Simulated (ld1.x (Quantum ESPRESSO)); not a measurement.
**What one change does to a pseudopotential (B, TM)**

```
Element                 : boron
Generator               : ld1.x (Quantum ESPRESSO) 7.5
Type                    : norm-conserving Troullier–Martins (Kleinman–Bylander form)
Functional              : PBEsol
Relativity              : scalar-relativistic
Frozen core             : [He]
Valence charge          : 3
Reference configuration : 2s2 2p1
Partial waves           : 2s (bound): rc 1.50 bohr; 2p (bound): rc 2.75 bohr
Local potential         : the p channel
Core correction         : a·sin(br)/r model core inside 1.50 bohr
```

All-electron outer shells of the reference configuration (PBEsol, scalar-relativistic, ld1.x):

| shell | level (eV) | outermost node (bohr) | outermost maximum (bohr) |
| --- | --- | --- | --- |
| 1s | -179.55 | – | 0.21 |
| 2s | -9.36 | 0.46 | 1.52 |
| 2p | -3.56 | – | 1.59 |

Change: type ultrasoft; waves now 2s (bound): rcut 1.30, rcutus 1.50 bohr; 2s channel at 0.85 Ry: rcut 1.30, rcutus 1.50 bohr; 2p (bound): rcut 2.40, rcutus 2.75 bohr; 2p channel at 1.9 Ry: rcut 2.40, rcutus 2.75 bohr; local potential all-electron potential smoothed inside 2.70 bohr (lloc = -1); augmentation PSQ, radius 1.25 bohr.

Cutoffs: the cutoffs (Ry, on a coarse ladder) from which the occupation-weighted sum of valence levels, in a spherical-Bessel basis at the reference potential, stays within 10 and 1 mRy of its value at 400 Ry; they do not see the model core or the augmentation charge, which bear on the density cutoff. Errors are all-electron minus pseudo energies relative to the spin-unpolarised reference configuration.

What does the change do?

The potential gets softer (18 Ry and 50 Ry → 8 Ry and 12 Ry); of the 7 tests that both files solve, the error grows in 0 and shrinks in 6 by more than 15 % and 0.3 meV (median size 28.5 → 1.3 meV); the range in which the s phases agree widens (upper end 0.9 → at the end of the scan); the range in which the p phases agree widens (upper end 0.8 → 4.4); neither file shows a bound ghost. Several settings change at once here, so the effects cannot be laid on one of them.

```tsv
quantity	base	changed
cutoff, loose	18 Ry	8 Ry
cutoff, tight	50 Ry	12 Ry
loose cutoff by channel (10 mRy a level)	s 15 Ry, p 12 Ry	s 6 Ry, p 6 Ry
bound ghosts	none	none
error for 2s2 2p0, meV [ΔE 8.14 eV]	+50	+11
error for 2s1 2p0, meV [ΔE 33.40 eV]	+181	+60
error for 2s2 2p0.5, meV [ΔE 2.86 eV]	+5.3	+0.6
error for 2s1 2p2, meV [ΔE 5.82 eV]	-7.3	+0.3
error for 2s0 2p3, meV [ΔE 11.66 eV]	-29	+1.3
error for 2s1 2p1, meV [ΔE 14.26 eV]	-42	-5.1
error for 2s2 2p1.3, meV [ΔE -0.72 eV]	-0.1	-0.3
s: phases at 3.00 bohr within 0.05 rad from the reference energy up to (Ry; the scan ends near 5)	0.9	to the end of the scan
p: phases at 3.00 bohr within 0.05 rad from the reference energy up to (Ry; the scan ends near 5)	0.8	4.4
```
